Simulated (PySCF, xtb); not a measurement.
Al(Me)3 (C₃H₉Al), SMILES [Al]([CH3])([CH3])[CH3].

GFN2-xTB (xtb 6.7.1) at its own geometry gives an orbital gap of 4.62 eV and a dipole moment of 0.00 D.

Coordinates come from a B3LYP-D3(BJ)/def2-SVP optimisation. The isomer is the one that the SMILES or the coordinates give; other isomers of the formula were not compared.

What does PySCF with M06-2X/def2-TZVP give? (Estimate from the structure and the level; the computed values follow.)

gap 8.78 eV (levels -8.71 and 0.07 eV), dipole 0.00 D.
